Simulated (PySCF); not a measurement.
AlOF, SMILES [F][Al]=[O].

Geometry: PBE-D3(BJ)/def2-TZVP.

Level of theory: PySCF with PBE-D3(BJ)/def2-TZVP.

Frequencies are harmonic and unscaled.

Modes within 1.5 cm⁻¹ of each other (mostly degenerate sets) share a row, with their intensities summed.

```
mode  ν (cm⁻¹)  IR (km/mol)  moving atoms (share of kinetic energy)
----  --------  -----------  --------------------------------------
1–2        195        156.8                 Al 56 %, O 24 %, F 19 %
3          711         20.6                          F 62 %, O 34 %
4         1129         84.1                         Al 52 %, O 40 %
```
